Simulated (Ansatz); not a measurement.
Z-matrix (Å, degrees):
```
Ge
Cl 1 2.116
Cl 1 2.116 2 109.5
Cl 1 2.116 2 109.5 3 120.0
Cl 1 2.116 2 109.5 3 -120.0
```

The species carries charge 0 and has multiplicity 1.

(1) List the PBE0/def2-TZVPP orbital energies in eV (the Gaussian-basis code of Ansatz). (Best estimate.)

## Answers

(1) Ansatz gave: Occupied: -10863.26, -2768.27, -2768.27, -2768.27, -2768.27, -1361.35, -1211.17, -1211.17, -1211.17, -260.10, -260.10, -260.10, -260.10, -198.40, -198.40, -198.40, -198.40, -198.23, -198.23, -198.23, -198.23, -198.23, -198.23, -198.23, -198.23, -174.16, -123.95, -123.95, -123.95, -36.80, -36.80, -36.80, -36.72, -36.72, -24.79, -23.52, -23.52, -23.52, -15.88, -12.42, -12.42, -12.42, -10.46, -10.46, -10.17, -10.17, -10.17, -9.67, -9.67, -9.67. Lowest empty: -2.23, 0.30, 0.30, 0.30, 4.24, 4.71, 4.71, 4.95.
